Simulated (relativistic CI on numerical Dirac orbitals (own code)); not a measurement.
**Slater and spin-orbit integrals, Dy28+**

Method of calculation: Dirac-Coulomb-Breit CI, KLI orbitals optimised for each configuration, a model potential for QED, unscaled Slater integrals (own radial code, finite nucleus).

Slater integrals F^k, G^k are unscaled and averaged over j, outside the closed core [Ar] 3d10; ζ comes from projecting the Hamiltonian with its Breit term on Σ l·s of the shell.

- 4s2 4p6 4d2: F^2(4d,4d) = 198450, F^4(4d,4d) = 135100, ζ(4d) = 31366 cm⁻¹; <r>(4d) = 0.5077, <r^2>(4d) = 0.2944 (bohr units).
- 4s2 4p5 4d3: ζ(4p) = 255210, F^2(4d,4d) = 198420, F^4(4d,4d) = 135070, F^2(4p,4d) = 200570, G^1(4p,4d) = 250320, G^3(4p,4d) = 160030, ζ(4d) = 31231 cm⁻¹; <r>(4p) = 0.5011, <r^2>(4p) = 0.2839, <r>(4d) = 0.5078, <r^2>(4d) = 0.2945 (bohr units).
- 4s2 4p6 4d 4f: ζ(4d) = 31343, F^2(4d,4f) = 198650, F^4(4d,4f) = 129870, G^1(4d,4f) = 209340, G^3(4d,4f) = 143340, G^5(4d,4f) = 105060, ζ(4f) = 4554.4 cm⁻¹; <r>(4d) = 0.5081, <r^2>(4d) = 0.2949, <r>(4f) = 0.4868, <r^2>(4f) = 0.2691 (bohr units).

Give the Racah parameters of the d shell in 4s2 4p6 4d2.

B = F²/49 − 5F⁴/441 = 2518 cm⁻¹ and C = 35F⁴/441 = 10722 cm⁻¹.

Averages of the first 10 configurations, taken without configuration mixing, which lowers the lowest level and can move excited configurations by several eV; other configurations of the list can lie among them:

```csv
Configuration,Parity,States,Average energy above the lowest level (eV)
4s2 4p6 4d2,even,45,16.9
4s2 4p5 4d3,odd,720,170.7
4s2 4p6 4d 4f,odd,140,179.5
4s 4p6 4d3,even,240,291.7
4s2 4p5 4d2 4f,even,3780,331.3
4s 4p6 4d2 4f,odd,1260,452.6
4s2 4p6 4d 5s,even,20,327.1
4s2 4p6 4f 5s,odd,28,489.8
4s2 4p6 4d 5p,odd,60,376.1
4s2 4p6 4f2,even,91,344.2
```
